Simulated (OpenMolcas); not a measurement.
# O3+: CASPT2 settings compared

```
Program             : OpenMolcas 26.06
Basis               : ANO-R1 [3s2p1d]
Scalar Hamiltonian  : X2C, finite nucleus
Active space        : 3 electrons in 4 orbitals (2s 2p)
State averaging     : 2S+1 = 4 odd, 1 root; 2S+1 = 2 odd, 11 roots; 2S+1 = 4 even, 3 roots; 2S+1 = 2 even, 9 roots
Spin-orbit coupling : state interaction with AMFI integrals over the reference wave functions, term energies averaged over their components
```

Methods on the same reference wave functions:
A. CASSCF
B. SS-CASPT2, IPEA 0.35 Eh, no level shift (closed shells correlated: 1s)
C. SS-CASPT2, IPEA 0.1 Eh, sigma2 regulariser 0.5 Eh (closed shells correlated: 1s)
D. SS-CASPT2, IPEA 0.3 Eh, real shift 0.5 Eh (closed shells correlated: 1s)
E. MS-CASPT2, IPEA 0.3 Eh, real shift 0.5 Eh (closed shells correlated: 1s)
F. MS-CASPT2, IPEA 0.35 Eh, no level shift (closed shells correlated: 1s)

Energies in cm⁻¹ above 2s² 2p ²P°_1/2, the measured ground level; measured values from Moore, Selected Tables of Atomic Spectra, NSRDS-NBS 3, section 10.

```tsv
Level	A	B	C	D	E	F	Measured
2s² 2p ²P°_1/2	0.0	0.0	0.0	0.0	0.0	0.0	0.0
2s² 2p ²P°_3/2	338	338	338	338	338	338	386
2s 2p² ⁴P_1/2	59948	63220	63490	63220	63230	63230	71440
2s 2p² ⁴P_3/2	60069	63340	63610	63340	63350	63350	71570
2s 2p² ⁴P_5/2	60271	63540	63810	63540	63550	63550	71756
2s 2p² ²D_3/2	124468	121090	120910	121140	121150	121100	126950
2s 2p² ²D_5/2	124469	121090	120910	121140	121150	121100	126936
2s 2p² ²S_1/2	160848	160510	160690	160550	160560	160520	164366
2s 2p² ²P_1/2	179475	173740	173050	173680	173690	173750	180481
2s 2p² ²P_3/2	179711	173980	173280	173920	173930	173980	180724
2p³ ⁴S°_3/2	213479	215200	215390	215190	215200	215210	231538
2p³ ²D°_3/2	249699	242950	242670	243070	243080	242960	255185
2p³ ²D°_5/2	249701	242950	242680	243070	243080	242960	255156
2p³ ²P°_1/2	285264	278650	278440	278740	278760	278670	289015
2p³ ²P°_3/2	285281	278670	278450	278760	278770	278690	289024
```

Deviations, from unrounded energies. A percentage is the sum of absolute deviations over the sum of measured energies, with the sign that they share, or ± where signs differ.

```
                  Against measurement  Levels      A      B      C      D      E      F
       mean absolute deviation (cm-1)      14   5800   8200   8300   8200   8200   8200
fine structure of the ground term (%)       1  -12.5  -12.5  -12.5  -12.5  -12.4  -12.3
             other configurations (%)      13   -3.5   -5.0   -5.0   -5.0   -5.0   -5.0
```

A lies closest to measurement on these levels and C furthest from it. The largest miss of A in the table is 2p³ ⁴S°_3/2, by -18000 cm-1. The ranking rests on the paired levels alone, and a cruder setting can come out closer through cancelling errors.

Among B to F the level of the table that moves most is 2s 2p² ²P_3/2, by 700 cm-1 (lowest in C, highest in F). Moves below CASPT2's spread within the term are not significant.

The mean deviations of B to F differ by less than CASPT2's widest spread within a term (550 cm-1), so their order carries little weight.

The lowest spin-free term lies below A's lowest term by 0.025 hartree in B, 0.027 hartree in C, 0.025 hartree in D, 0.025 hartree in E, 0.025 hartree in F.

CASPT2 does not keep the components of a term degenerate, so their means are used; among the terms shown or strongly mixed into the levels shown the widest spread is 550 cm-1 (2p³ ²D°, F). The basis is small and was not contracted for so high a charge. Measured partners are found by configuration, term and J. A level has none where our copy of the source lacks it or the pairing is in doubt (some pairs that miss far off the trend of their configuration count as doubtful), and it then counts in no deviation. Only configurations of the active space appear.

° marks odd parity.
